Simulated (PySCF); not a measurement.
CCrO, neutral, multiplicity 7. Atoms are numbered in the order given.

```xyz
3

Cr     0.0302     1.0168     0.0000
O      0.2062    -2.1588     0.0000
C     -0.3958    -1.1887     0.0000
```
Charge 0, spin multiplicity 7.

Coordinates come from a B3LYP-D3(BJ)/def2-TZVP optimisation. The multiplicity is an assumed one; other spin states were not compared.

The numbers are results of PBE0/def2-TZVPD (PySCF), not measurements.

Mulliken values depend strongly on the basis, most of all with diffuse functions as here. ESP charges are fitted to the potential on shells at 1.4 to 2.0 van der Waals radii. Atomic charges (e):

```csv
atom,Mulliken,meta-Löwdin,ESP fit,Mulliken spin
Cr1,-0.03,0.17,-0.02,5.84
O2,-0.14,-0.19,-0.14,0.12
C3,0.18,0.02,0.16,0.04
```
